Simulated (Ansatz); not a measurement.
`Cl[CH2][AlH][SeH]` + `[SiH3][TeH]` → `ClC[SiH2][TeH]` + `[AlH2][SeH]`  (formal exchange of groups at a C–Al bond)

Calculated with Ansatz (gas phase, PBE0-D4/def2-TZVP geometries, no zero-point term in ΔE). CCSD(T)/CBS is the MP2 limit (def2-TZVPP, def2-QZVPP) plus CCSD(T) − MP2 in def2-TZVPP, frozen cores. Functionals use def2-TZVPP. Elements past krypton have def2 core potentials. For Se, Te outer-core shells are correlated without core-valence functions, which leaves a few kJ/mol of doubt a bond. Scalar relativity is left out up to krypton. Each species was taken in one conformer, which may not be the lowest.

Q: Is it downhill or uphill in electronic energy at CCSD(T)/CBS, and by how much? (Estimate.)

A: Ansatz gave: Nearly level: ΔE = -0.1 kcal/mol.

Q: What do these levels give: PBE-D4, PBE0-D4, B2PLYP, PBE, r2SCAN, PBE0, SCS-MP2/def2-TZVPP, CCSD/def2-TZVPP, MP2/def2-QZVPP, HF/CBS(def2), MP2/CBS(def2), CCSD/CBS(def2)? (Estimate.)

A: Computed: PBE-D4 0.3, PBE0-D4 0.1, B2PLYP 0.1, PBE 0.5, r2SCAN 0.3, PBE0 0.2, SCS-MP2/def2-TZVPP -0.5, CCSD/def2-TZVPP -0.3, MP2/def2-QZVPP -0.4, HF/CBS(def2) -1.0, MP2/CBS(def2) -0.3, CCSD/CBS(def2) -0.2 kcal/mol.

Largest T1 diagnostic among the species: 0.011.
